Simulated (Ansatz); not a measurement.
Relaxation of a periodic cell of 13 atoms, Tc₁₂B (host Tc, host structure hcp, interstitial B), to a largest force component of 0.08 eV/Å in at most 25 steps.

All numbers below come from Ansatz 0.2.0, DFT PBE-D3(BJ), scalar-relativistic, plane waves, PAW. Settings: cutoff 600 eV, k mesh 4x3x4, fermi-dirac smearing 0.1 eV, no spin polarisation.

```xyz
13
Lattice="5.4800 0.0000 0.0000 -4.1100 7.1187 0.0000 0.0000 0.0000 4.3950" Properties=species:S:1:pos:R:3:forces:R:3
Tc 0.000 0.000 0.000 0.32 0.27 -0.04
Tc 0.000 1.582 2.197 0.27 -0.04 0.05
Tc -1.370 2.373 0.000 -0.10 -0.40 0.00
Tc -1.370 3.955 2.197 -9.70 -5.80 -3.08
Tc -2.740 4.746 0.000 0.00 0.22 -0.13
Tc -2.740 6.328 2.197 0.07 0.44 0.01
Tc 2.740 0.000 0.000 -0.32 0.16 -0.06
Tc 2.740 1.582 2.197 -0.30 -0.48 0.18
Tc 1.370 2.373 0.000 0.14 -0.31 -0.05
Tc 1.370 3.955 2.197 9.77 -5.99 -3.09
Tc 0.000 4.746 0.000 0.04 0.06 8.60
Tc 0.000 6.328 2.197 -0.06 12.81 -3.51
B 0.001 4.761 2.670 -0.12 -0.93 1.12
```

Question: Where does it end, and by what steps?

Answer: The forces met the threshold. The threshold is loose, so the end isn't yet a minimum. Limits of this set-up: coarse k mesh, odd electron count without spin. After 13 steps the energy has fallen by 8.094 eV; B13 moved furthest, 1.56 Å. The start is strongly strained (largest force component 13 eV/Å), so its close contacts needn't be bonds. Parted: Tc10–B13. Joined: Tc5–B13, Tc6–B13, Tc7–B13.

```
step  energy less start (eV)  largest force component (eV/Å)  accepted
   0                  0.0000                          12.814       yes
   1                 -4.1648                           4.233       yes
   2                 -5.0147                           0.892       yes
   3                 -5.1250                           1.025       yes
   4                 -5.2557                           1.260       yes
   5                 -5.5748                           1.268       yes
   6                 -5.9061                           1.020       yes
   7                 -6.2197                           0.806       yes
   8                 -6.4641                           0.584       yes
   9                 -6.8257                           0.804       yes
  10                 -7.3771                           0.964       yes
  11                 -7.9897                           0.714       yes
  12                 -8.0908                           0.129       yes
  13                 -8.0937                           0.026       yes
```

```xyz
13
Lattice="5.4800 0.0000 0.0000 -4.1100 7.1187 0.0000 0.0000 0.0000 4.3950" Properties=species:S:1:pos:R:3
Tc 0.105 -0.037 -0.102
Tc 0.121 1.542 2.131
Tc -1.250 2.307 -0.071
Tc -1.270 3.790 2.091
Tc -2.714 4.632 0.036
Tc -2.711 6.310 2.058
Tc 2.850 0.045 0.009
Tc 2.830 1.528 2.173
Tc 1.460 2.292 -0.031
Tc 1.477 3.871 2.203
Tc 0.183 4.645 0.045
Tc 0.185 6.324 2.066
B -1.264 5.476 3.248
```

Run time: 4.4 min on 4 threads of Arm Neoverse V1, on a shared host, peak memory 1.3 GiB.
